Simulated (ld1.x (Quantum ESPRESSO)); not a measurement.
Ranking TM potentials for tungsten (W)

All share these settings but for the change named:

ld1.x (Quantum ESPRESSO) 7.5 input, shortened:

```
&input
   title='W', zed=74., rel=1, dft='PBE', iswitch=3,
   config='[Xe] 4f14 5d4 6s0 6p0'
 /
 &inputp
   pseudotype=2, tm=.true., lloc=0,
   nlcc=.true., new_core_ps=.true., rcore=0.80
 /
3
5P  2  1   6.00   0.00  1.60  1.60  0.0
5D  3  2   4.00   0.00  1.70  1.70  0.0
5S  1  0   2.00   0.00  1.45  1.45  0.0
 &test
   configts(1)='5s2 5p6 5d4 6s0 6p0'
 /
```

Cutoff: the first of the cutoffs (Ry, on a coarse ladder) from which the occupation-weighted sum of valence levels, in a spherical-Bessel basis at the reference potential, stays within 10 and 1 mRy of its value at 400 Ry; the density cutoff is not measured.

The base gives 80 Ry.

Of 9 variants that were run, those that failed, showed a ghost or another fault, or gave nearly equal values are left out.

A variant can come out equal or close to the base.

Rank these variants from softest to hardest (loose cutoff).
A. wave 5s (bound): rc 1.45 bohr becomes 5s (bound): rc 2.02 bohr
B. all radii but the core radius scaled by about 1.29 (s 1.88, p 2.06, d 2.20 bohr)
C. wave 5p (bound): rc 1.60 bohr becomes 5p (bound): rc 1.56 bohr

B (35 Ry), A (50 Ry), C (80 Ry).
